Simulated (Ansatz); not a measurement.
Mulliken charges of `F[B](F)[SnH3]` from B3LYP/def2-TZVPP in Ansatz (PBE0-D4/def2-TZVP geometry).

```csv
atom,x (Å),y (Å),z (Å),charge (e)
F1,1.515,-1.724,0.496,-0.209
B2,0.321,-1.176,0.598,0.392
F3,-0.566,-1.825,1.325,-0.210
Sn4,-0.194,0.782,-0.421,0.382
H5,1.145,1.387,-1.284,-0.119
H6,-0.669,1.935,0.742,-0.118
H7,-1.491,0.552,-1.502,-0.118
```

Question: By hand: the dipole of these point charges (1 e Å = 4.8032 D).

Answer: Σ q r = (-0.027, 0.123, -0.066) e Å, of length 0.142 e Å = 0.68 D.

Question: How does the dipole of the full density compare? (Estimate.)

Answer: Ansatz gave: (-0.027, 0.115, -0.061) e Å, 0.64 D; the point charges give 1.06 times that, at 1° from its direction.

Point charges leave out the atoms' own dipoles, such as those of lone pairs, and Mulliken's split depends on the basis, so the close match here is no proof of good charges.

B3LYP here is the variant with VWN-RPA as its local correlation; programs differ in this.
